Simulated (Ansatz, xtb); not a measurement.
Two isomers of C6H8Si

Structure I is `C=C[SiH]1C=CC=C1`, a singlet and structure II is `C=CC1=CC=C[SiH2]1`, a singlet. Both are isolated molecules in the gas phase, relaxed with PBE0-D3(BJ)/def2-SVP; the shapes shown needn't be the lowest conformers.

I (Å):

```xyz
15

C     0.9879    1.0169    0.8465
C     1.3196    0.1063   -0.0763
C    -0.3987   -2.0747    1.4022
C    -1.5947   -2.4390    0.8933
C    -1.7379   -2.4129   -0.5810
C    -0.6575   -2.0324   -1.2941
Si    0.7052   -1.6595   -0.0549
H     0.3312    0.7711    1.6882
H     1.3533    2.0493    0.8025
H     1.9821    0.4184   -0.8953
H     1.8647   -2.5956   -0.2062
H    -0.1996   -2.0703    2.4757
H    -2.4447   -2.7492    1.5123
H    -2.6942   -2.6963   -1.0357
H    -0.6669   -1.9804   -2.3847
```

II (Å):

```xyz
15

C     1.3189    0.2055   -1.6044
C     1.2819   -0.1327   -0.3057
C     0.2712   -0.9683    0.3080
C     0.2493   -1.2993    1.6275
C    -0.8490   -2.1589    2.0946
C    -1.7594   -2.5597    1.1783
Si   -1.2373   -1.8132   -0.4561
H     0.5556   -0.1443   -2.3073
H     2.1099    0.8414   -2.0081
H     2.0701    0.2434    0.3600
H     1.0115   -0.9494    2.3340
H    -0.8966   -2.4445    3.1516
H    -2.6068   -3.1982    1.4342
H    -0.8890   -2.8200   -1.5050
H    -2.2279   -0.8552   -1.0358
```

Quicker runs give these differences E(II) − E(I): GFN2-xTB −0.758 eV; HF/STO-3G +0.081 eV (at GFN2-xTB geometries); r2SCAN-D4/def2-SVP −0.190 eV (at GFN2-xTB geometries).

Task: Estimate E(II) − E(I) at the level CCSD(T)/def2-SVP + ΔMP2/def2-TZVPP.

Result: Too close to call at this level: CCSD(T)/def2-SVP + ΔMP2/def2-TZVPP gives E(II) − E(I) = +0.019 eV.

How the difference moves with the method:

| level | geometry | E(II) − E(I) (eV) | departure from the last row (eV) | job, with rough time for the two |
| --- | --- | --- | --- | --- |
| GFN2-xTB | GFN2-xTB | −0.758 | −0.777 | optimisation, 0.52 s |
| HF/STO-3G | GFN2-xTB | +0.081 | +0.062 | single point, 2.1 s |
| r2SCAN-D4/def2-SVP | GFN2-xTB | −0.190 | −0.209 | single point, 14 s |
| PBE0-D3(BJ)/def2-SVP | PBE0-D3(BJ)/def2-SVP | −0.129 | −0.148 | optimisation, 5.7 min |
| HF/def2-SVP | PBE0-D3(BJ)/def2-SVP | −0.009 | −0.028 | part of the CCSD(T) run |
| MP2/def2-SVP | PBE0-D3(BJ)/def2-SVP | −0.112 | −0.131 | part of the CCSD(T) run |
| CCSD(T)/def2-SVP | PBE0-D3(BJ)/def2-SVP | −0.091 | −0.109 | single point |
| CCSD(T)/def2-SVP + ΔMP2/def2-TZVPP | PBE0-D3(BJ)/def2-SVP | +0.019 |  | single point, 4.5 min |

As drawn, II has 1 C–C, 1 Si–H in place of 1 C–Si, 1 C–H.

The largest departure from CCSD(T)/def2-SVP + ΔMP2/def2-TZVPP is that of GFN2-xTB, 0.777 eV. The last row adds to CCSD(T) the change of the MP2 difference between the two basis sets, here +0.109 eV.

With thermal terms from frequencies at re-optimised GFN2-xTB minima (ideal gas, soft modes damped towards free rotors, one conformer each, 298.15 K, 1 atm): on the last row, ΔE + ΔZPE = −0.033, ΔH = −0.041, ΔG = −0.009 eV.

The correlated steps freeze 11 core orbitals. Codes used: Ansatz 0.2.0, xtb 6.7.1; the last row on 2 threads of AMD EPYC (Zen 3) on a shared host.
